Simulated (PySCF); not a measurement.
PySCF input (BP86/6-31G* with LANL2DZ past Ar (5d)):

```python
from pyscf import gto, dft

mol = gto.M(
    atom='''
    Bi    0.00000000   -0.00000000   -0.00000000
    H    -0.00119200   -0.01758500    1.86604700
    H     0.00119200    0.01758500   -1.86604700
    H     1.79921900   -0.00095300    0.00114000
    H    -0.89879400    1.55857700    0.01411300
    H    -0.90042500   -1.55762400   -0.01525400
    ''',
    basis={'default': '6-31g*', 'Bi': 'lanl2dz'},
    ecp={'Bi': 'lanl2dz'},
    charge=0,
    spin=0,
    verbose=4,
)

mf = dft.RKS(mol, xc='bp86')
mf.grids.level = 3
mf.conv_tol = 1e-9
mf.max_cycle = 100
mf.max_memory = 1500
mf.kernel()
if not mf.converged:
    mf = mf.newton()
    mf.kernel(mf.make_rdm1())
mf.dip_moment()
```

Output:

```
PySCF version 2.14.0

[INPUT] verbose = 4
[INPUT] num. atoms = 6
[INPUT] num. electrons = 10
[INPUT] charge = 0
[INPUT] spin (= nelec alpha-beta = 2S) = 0
[INPUT] symmetry False subgroup None
[INPUT] Mole.unit = angstrom
[INPUT] Symbol           X                Y                Z      unit          X                Y                Z       unit  Magmom
[INPUT]  1 Bi     0.000000000000   0.000000000000   0.000000000000 AA    0.000000000000   0.000000000000   0.000000000000 Bohr   0.0
[INPUT]  2 H     -0.001192000000  -0.017585000000   1.866047000000 AA   -0.002252553540  -0.033230833900   3.526317765566 Bohr   0.0
[INPUT]  3 H      0.001192000000   0.017585000000  -1.866047000000 AA    0.002252553540   0.033230833900  -3.526317765566 Bohr   0.0
[INPUT]  4 H      1.799219000000  -0.000953000000   0.001140000000 AA    3.400031148114  -0.001800908997   0.002154287782 Bohr   0.0
[INPUT]  5 H     -0.898794000000   1.558577000000   0.014113000000 AA   -1.698474502402   2.945283674046   0.026669704796 Bohr   0.0
[INPUT]  6 H     -0.900425000000  -1.557624000000  -0.015254000000 AA   -1.701556645711  -2.943482765050  -0.028825882304 Bohr   0.0

nuclear repulsion = 9.12346276367169
number of shells = 14
number of NR pGTOs = 32
number of NR cGTOs = 18
basis = {'default': '6-31g*', 'Bi': 'lanl2dz'}
ecp = {'Bi': 'lanl2dz'}

******** <class 'pyscf.dft.rks.RKS'> ********
method = RKS
initial guess = minao
damping factor = 0
level_shift factor = 0
DIIS = <class 'pyscf.scf.diis.CDIIS'>
diis_start_cycle = 1
diis_space = 8
diis_damp = 0
SCF conv_tol = 1e-09
SCF conv_tol_grad = None
SCF max_cycles = 100
direct_scf = True
direct_scf_tol = 1e-13
XC library pyscf.dft.libxc version 7.1.2
    S. Lehtola, C. Steigemann, M. J. T. Oliveira, and M. A. L. Marques,  SoftwareX 7, 1–5 (2018)
XC functionals = bp86
    A. D. Becke,  Phys. Rev. A 38, 3098 (1988)
    J. P. Perdew,  Phys. Rev. B 33, 8822 (1986)
    J. P. Perdew,  Phys. Rev. B 34, 7406–7406 (1986)
radial grids:
    Treutler-Ahlrichs [JCP 102, 346 (1995); DOI:10.1063/1.469408] (M4) radial grids

becke partition: Becke, JCP 88, 2547 (1988); DOI:10.1063/1.454033
pruning grids: <function nwchem_prune>
grids dens level: 3
symmetrized grids: False
atomic radii adjust function: <function treutler_atomic_radii_adjust>
small_rho_cutoff = 0
Set gradient conv threshold to 3.16228e-05
Initial guess from minao.
tot grids = 72488
init E= -5.73139741392069
  HOMO = -0.172553319113292  LUMO = -0.0176181811954004  gap/eV = 4.21600
cycle= 1 E= -8.18949679588273  delta_E= -2.46  |g|= 0.439  |ddm|= 2.82
  HOMO = -0.20860897678182  LUMO = -0.11196402429426  gap/eV = 2.62984
cycle= 2 E= -8.22242377912477  delta_E= -0.0329  |g|= 0.364  |ddm|= 1.61
  HOMO = -0.208598157188579  LUMO = -0.0878971427912908  gap/eV = 3.28444
cycle= 3 E= -8.29947515460793  delta_E= -0.0771  |g|= 0.0925  |ddm|= 1.11
  HOMO = -0.201514293387308  LUMO = -0.0878999642785648  gap/eV = 3.09160
cycle= 4 E= -8.3055410907598  delta_E= -0.00607  |g|= 0.00952  |ddm|= 0.345
  HOMO = -0.201297456187044  LUMO = -0.0877279039776054  gap/eV = 3.09038
cycle= 5 E= -8.30560371496084  delta_E= -6.26e-05  |g|= 0.00029  |ddm|= 0.0305
  HOMO = -0.201462399646708  LUMO = -0.0878822551439857  gap/eV = 3.09067
cycle= 6 E= -8.30560375306845  delta_E= -3.81e-08  |g|= 1.49e-05  |ddm|= 0.000619
  HOMO = -0.201460392615713  LUMO = -0.0878790789108446  gap/eV = 3.09070
cycle= 7 E= -8.30560375321083  delta_E= -1.42e-10  |g|= 7.23e-07  |ddm|= 3.6e-05
  HOMO = -0.201460517592018  LUMO = -0.0878790626476224  gap/eV = 3.09071
Extra cycle  E= -8.30560375321008  delta_E= 7.5e-13  |g|= 1.24e-06  |ddm|= 6.65e-06
converged SCF energy = -8.30560375321008
Dipole moment(X, Y, Z, Debye):  0.00001, -0.00000,  0.00000
```

The geometry given is a B3LYP-D3(BJ)/def2-TZVP minimum.
